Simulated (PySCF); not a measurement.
wavenumber (cm⁻¹), absorption (km/mol per cm⁻¹) and a bar:
```
        0      0.008 
       12      0.010 
       24      0.013 
       36      0.018 
       47      0.026 
       59      0.044 
       71      0.093 #
       83      0.290 ##
       95      0.649 ####
      107      0.192 #
      119      0.072 
      130      0.038 
      142      0.025 
      154      0.019 
      166      0.016 
      178      0.014 
      190      0.013 
      202      0.013 
      213      0.013 
      225      0.014 
      237      0.014 
      249      0.016 
      261      0.017 
      273      0.020 
      285      0.023 
      296      0.027 
      308      0.033 
      320      0.041 
      332      0.053 
      344      0.073 
      356      0.109 #
      368      0.181 #
      379      0.365 ##
      391      1.032 #######
      403      3.328 #####################
      415      1.297 ########
      427      0.430 ###
      439      0.211 #
      450      0.131 #
      462      0.096 #
      474      0.081 
      486      0.075 
      498      0.078 
      510      0.088 #
      522      0.108 #
      533      0.147 #
      545      0.224 #
      557      0.398 ##
      569      0.907 ######
      581      3.092 ####################
      593      4.728 ##############################
      605      1.294 ########
      616      0.501 ###
      628      0.259 ##
      640      0.158 #
      652      0.106 #
      664      0.076 
      676      0.058 
      688      0.045 
      699      0.037
```

This is the computed harmonic infrared spectrum of singlet ScSCl, Lorentzian lines of 17 cm⁻¹ full width. Computed with PBE0/[Sc def2-TZVP, S def2-TZVP, Cl def2-TZVP], no relativity, density fitting, PySCF.

Problem. Which bands make it up, and how are they assigned?

Solution. In Cs symmetry, counting bands above 1 % of the strongest: 93 cm⁻¹ (a', bend, 18 km/mol); 404 cm⁻¹ (a', stretch, 90 km/mol); 589 cm⁻¹ (a', stretch, 153 km/mol).

Only a few start shapes were tried, so a lower isomer may exist.
